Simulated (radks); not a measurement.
Results of a calculation; reference values are marked as such.
Question: Code: a radial shooting solver on a logarithmic mesh with Libxc functionals. Model: scalar-relativistic Kohn-Sham, LB94 model potential, spin-unpolarised, spherical densities, finite nucleus; Fermi nuclear charge, rms radius of each element as measured or else 0.836 A^(1/3) + 0.57 fm. Response by self-consistent Sternheimer equations with the Hartree and adiabatic LDA kernel, the relativistic mass of each level held fixed and spin-orbit coupling left out. Rank Ne+, Ne5+, Ne6+, Ne2+, Ne4+, Ne3+, Ne (NIST ground configurations) by static dipole polarisability, largest first.

Answer: Ne 2.594, Ne+ 1.323, Ne2+ 0.8441, Ne3+ 0.6295, Ne4+ 0.5290, Ne6+ 0.5058, Ne5+ 0.4907 bohr^3.
